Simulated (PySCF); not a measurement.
Computed shifts of a molecule CH7BO2Si, B3LYP/pcSseg-1 (PySCF), GIAO, gas phase, atoms alike by connectivity averaged where their shifts nearly agree, in ppm (number of nuclei): ²⁹Si: -67.2 (1). ¹³C: -1.7 (1). ¹H: 4.09 (3), 3.83 (2), 0.37 (1), -0.11 (1). References: ²⁹Si against TMS (σ = 338.7 ppm); ¹³C against TMS (σ = 181.3 ppm); ¹¹B against BF3 (σ = 86.3 ppm); ¹⁷O against H2O (σ = 333.8 ppm); ¹H against TMS (σ = 31.68 ppm), references at their B3LYP-D3(BJ)/def2-TZVP geometries, non-relativistic. Coordinates come from a B3LYP-D3(BJ)/def2-SVP optimisation. One conformer was computed; it need not be the lowest.

Problem. Pick the molecule that these values belong to.
A. COBO[SiH3]
B. OB(O)C[SiH3]
C. C[SiH2]B(O)O
D. CB(O)O[SiH3]

Solution. B, OB(O)C[SiH3]
